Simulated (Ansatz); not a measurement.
Species: CSe2, net charge 0, singlet state. 
Geometry from a B3LYP-D3(BJ)/def2-TZVP (Ansatz, an electronic-structure program) optimisation:
SMILES: [Se]=C=[Se]
```xyz
3

Se     0.0000     0.0000    -1.6965
C      0.0000     0.0000     0.0000
Se     0.0000     0.0000     1.6965
```
Charge 0, spin multiplicity 1.

Computed values are from Ansatz. Correlated levels leave the core frozen unless marked. UHF or UKS for open shells. No spin-orbit coupling. The frozen core is the preceding noble-gas configuration, with the filled d and f shells of earlier blocks. No relativistic terms. CBS(X,Y): correlation extrapolated as X^-3; Hartree-Fock from the larger set. The bracket is a focal-point correction in the basis named.

```
Property                                                                                                                               Result
-------------------------------------------------------------------  ------------------------------------------------------------------------
atomisation energy De                                                                          232.0 kcal/mol at CCSD(T)/CBS(cc-pVTZ,cc-pVQZ)
vertical electron affinity (to the doublet; negative means unbound)  0.44 eV at RI-MP2/CBS(aug-cc-pVTZ,aug-cc-pVQZ)+[CCSD(T)-MP2]/aug-cc-pVTZ
total energy                                                                                    -4838.1874 Eh at CCSD(T)/CBS(cc-pVTZ,cc-pVQZ)
dipole moment                                                                                                   0.00 D at CCSD(T)/aug-cc-pVDZ
T1 diagnostic                                                                                                           0.023 at CCSD/cc-pVQZ
```
